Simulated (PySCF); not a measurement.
PySCF input (CCSD(T)/cc-pVDZ):

```python
from pyscf import gto, scf, mp, cc as ccmod

mol = gto.M(
    atom='''
    B    -0.03331914   -0.38925425   -0.07028612
    Cl    0.11612937    1.35669302    0.24497274
    C     1.27565683   -1.22477228   -0.21169731
    C    -1.46559762   -0.99423019   -0.18897928
    H     1.13623073   -2.26933871    0.07577275
    H     1.54285583   -1.23387356   -1.27726277
    H     2.12902382   -0.80712141    0.32216483
    H    -1.76220370   -1.32868002    0.81455250
    H    -2.22231642   -0.28277878   -0.51896384
    H    -1.49154899   -1.88170267   -0.82531003
    ''',
    basis='cc-pvdz',
    charge=0,
    spin=0,
    verbose=4,
)

mf = scf.RHF(mol)
mf.conv_tol = 1e-10
mf.max_cycle = 100
mf.kernel()
mp2 = mp.MP2(mf, frozen=8).run()
cc = ccmod.CCSD(mf, frozen=8)
cc.max_cycle = 100
cc.kernel()
et = cc.ccsd_t()
print(f'E(CCSD(T)) = {cc.e_tot + et:.9f}')
```

End of the output:

```
Extra cycle  E= -563.48798233382  delta_E= -4.55e-12  |g|= 9.21e-07  |ddm|= 3.58e-06
converged SCF energy = -563.48798233382

******** <class 'pyscf.mp.mp2.RMP2'> ********
nocc = 12, nmo = 82
frozen orbitals 8
E(RMP2) = -563.99535469053  E_corr = -0.507372356709559
E(SCS-RMP2) = -563.992619373872  E_corr = -0.504637040051489
E_corr(same-spin) = -0.120242063076902
E_corr(oppo-spin) = -0.387130293632657

******** <class 'pyscf.cc.ccsd.CCSD'> ********
CC2 = 0
CCSD nocc = 12, nmo = 82
frozen orbitals 8
max_cycle = 100
direct = 0
conv_tol = 1e-07
conv_tol_normt = 1e-05
diis_space = 6
diis_start_cycle = 0
diis_start_energy_diff = 1e+09
Init t2, MP2 energy = -563.99535469195  E_corr(MP2) -0.507372358129764
Init E_corr(CCSD) = -0.507372358130279
cycle = 1  E_corr(CCSD) = -0.544735433909116  dE = -0.0373630758  norm(t1,t2) = 0.0530079
cycle = 2  E_corr(CCSD) = -0.555626832429801  dE = -0.0108913985  norm(t1,t2) = 0.0155226
cycle = 3  E_corr(CCSD) = -0.55855373936091  dE = -0.00292690693  norm(t1,t2) = 0.00733061
cycle = 4  E_corr(CCSD) = -0.559714403602362  dE = -0.00116066424  norm(t1,t2) = 0.00238501
cycle = 5  E_corr(CCSD) = -0.559576473299497  dE = 0.000137930303  norm(t1,t2) = 0.000967092
cycle = 6  E_corr(CCSD) = -0.55956220359321  dE = 1.42697063e-05  norm(t1,t2) = 0.000233082
cycle = 7  E_corr(CCSD) = -0.559568581943526  dE = -6.37835032e-06  norm(t1,t2) = 8.80362e-05
cycle = 8  E_corr(CCSD) = -0.559569040223184  dE = -4.58279658e-07  norm(t1,t2) = 2.06787e-05
cycle = 9  E_corr(CCSD) = -0.559568310821907  dE = 7.29401277e-07  norm(t1,t2) = 7.71061e-06
cycle = 10  E_corr(CCSD) = -0.559568220590811  dE = 9.02310966e-08  norm(t1,t2) = 2.67222e-06
CCSD converged
E(CCSD) = -564.0475505544109  E_corr = -0.5595682205908108
CCSD(T) correction = -0.0150540227454347
E(CCSD(T)) = -564.062604577
```
